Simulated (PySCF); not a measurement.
# Unknown compound

An unknown has the formula C$_{7}$H$_{13}$N. Its calculated NMR data are:

1H NMR (500 MHz, computed): δ 3.64 (m, 1H), 3.10 (m, 2H), 2.58 (m, 2H), 1.89 (m, 2H), 1.59 (m, 2H), 1.52 (m, 2H), 1.24 (m, 2H).

13C{1H} NMR (computed): δ 66.8 (CH), 58.3 (CH2, 2C), 37.3 (CH2, 2C), 27.1 (CH2, 2C).

[PySCF 2.14.0 with density-fitted response routines: coordinates at the GFN2-xTB level; PBE0/pcSseg-1 with gauge-including orbitals; one computed conformer; no solvent model; fast rotation and ring inversion assumed for equivalent nuclei; no relativistic terms]

Shifts are taken against calculated references (same method and geometry level): 1H (31.72 ppm), 13C (186.93 ppm) vs TMS.

Q: Which of these isomers gave the spectra?
A. C[C@@H]1C[C@@H]2CC[C@H]1N2
B. C=C[C@@H]1CN1C(C)C
C. C1CC2CCCN2C1
D. C/N=C1/CCC1(C)C
E. CC(C)C(C)(C)C#N

A: C. 

1. Rings plus π bonds: 2 (2 rings in the answer).
2. 4 carbon signals for 7 carbons: some carbons are equivalent by symmetry or fast rotation.
3. Carbon types of the structure: 1 × CH, 6 × CH2, which accounts for all hydrogens.
4. δC 66.8: sp3 CH bonded to N; deshielded by the electronegative neighbour.
5. δC 58.3: sp3 CH2 bonded to N; pulled downfield by the heteroatom.
6. δC 37.3, 27.1: sp3 CH2 in a ring; a saturated carbon with 2 carbon neighbours and no heteroatom attached.
7. δH 3.64: hydrogen on an sp3 CH bonded to N; its carbon carries N, hence the downfield position.
8. δH 3.10, 2.58: hydrogen on an sp3 CH2 bonded to N; its carbon carries N, which withdraws density.

The others: C[C@@H]1C[C@@H]2CC[C@H]1N2 would give 7 carbon signals, not 4; CC(C)C(C)(C)C#N would give 5 carbon signals, not 4; C/N=C1/CCC1(C)C would give 6 carbon signals, not 4; C=C[C@@H]1CN1C(C)C would give 7 carbon signals, not 4.

Shifts are as computed. Against solution values, carbons near 30 ppm lie about +3 ppm off and those near 130 ppm about +5 ppm. Of 1211 compounds with measured shifts, 218 miss one by over three times the rms of a fit or turn the order of signals round; such compounds aren't used in these exercises. No couplings were computed; multiplicities are counted from neighbouring protons, with m where these are inequivalent, close in shift, in a saturated or five-membered ring or joined by F or P, and br s for small geminal =CH2 splittings.
